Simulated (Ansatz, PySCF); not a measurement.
Reaction (SMILES): OB(O[SiH3])O[SiH3] + 5 [H][H] (H2) → B (BH3) + 3 O (H2O) + 2 [SiH4] (SiH4)
Geometries: B3LYP-D3(BJ)/def2-TZVP minima from Ansatz (an electronic-structure program), one conformer each, not searched for the lowest. Frequencies are from Ansatz or PySCF.

Wanted: energy of full hydrogenation (0 K, with B3LYP-D3(BJ) harmonic zero-point energies), in kJ/mol. Valence correlation only, unless marked. Spin-orbit coupling is left out. Non-relativistic. Basis-set limits of correlation are two-point, X^-3; Hartree-Fock from the larger set.

```
level             program  energy of full hydrogenation (kJ/mol)
----------------  -------  -------------------------------------
SVWN5/def2-TZVPD   Ansatz                                  553.6
```

Estimate the value at CCSD(T)/CBS(cc-pV(T+d)Z,cc-pV(Q+d)Z) as computed with Ansatz.

551.8 kJ/mol, so SVWN5/def2-TZVPD differs from it by 1.8 kJ/mol.
